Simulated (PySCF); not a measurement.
## CsLi⁻: energy against distance

Set-up: Cs def2-SVPD with ECP46, Li def2-SVPD; scalar-relativistic core potentials (PySCF 2.14). Energies in eV from Cs + Li⁻ in their ground configurations at the same level. State: ²Σ⁺ (doublet), unpaired electrons σ ↑.

| R (Å) | PBE | ROHF-CCSD(T) |
| --- | --- | --- |
| 3.640 | -0.6561 |  |
| 3.810 | -0.6937 | -0.4944 |
| 3.979 | -0.7139 | -0.5198 |
| 4.106 | -0.7203 | -0.5294 |
| 4.233 | -0.7210 | -0.5327 |
| 4.360 | -0.7172 | -0.5310 |
| 4.529 | -0.7067 | -0.5227 |
| 4.741 | -0.6879 | -0.5055 |
| 4.995 | -0.6602 | -0.4785 |
| 5.334 | -0.6201 |  |

Problem. Put a parabola through the three lowest points of the PBE curve and estimate Re, k and ωe (reduced mass 6.664 u; 1 eV/Å² = 0.16022 mdyn/Å; ωe = 1302.8·√(k/μ) cm⁻¹).

Solution. Through R = 4.106, 4.233, 4.36 Å the second-order coefficient is 0.140 eV/Å², so Re ≈ 4.189 Å, k ≈ 0.0447 mdyn/Å and ωe ≈ 107 cm⁻¹. A polynomial fit of higher order to the unrounded PBE energies gives Re = 4.185 Å, k = 0.0491 mdyn/Å, ωe = 112 cm⁻¹; anharmonicity and rounding make the difference.

The higher-order fit for each curve: PBE: Re = 4.185 Å, ωe = 112 cm⁻¹, De = 0.72 eV; ROHF-CCSD(T): Re = 4.248 Å, ωe = 111 cm⁻¹, De = 0.53 eV.

Correlated steps freeze no core orbitals. Correlated levels converge slowly with the basis: in double zeta they bind strong bonds too weakly, by up to about 1 eV, and carry superposition errors of some tenths. Spin–orbit coupling is left out. For an ion De counts to the pair picked by the measured ionisation energies or electron affinities, which need not be the lowest pair at this level. The highest Kohn–Sham level is positive in this anion. Much of that is self-interaction error, but it also means that the finite basis helps to hold the extra electron. The CCSD T1 diagnostic is raised, a sign that a single reference may not be enough here. The state is the lowest determinant that a PBE0 search found; another state may lie lower at other levels.
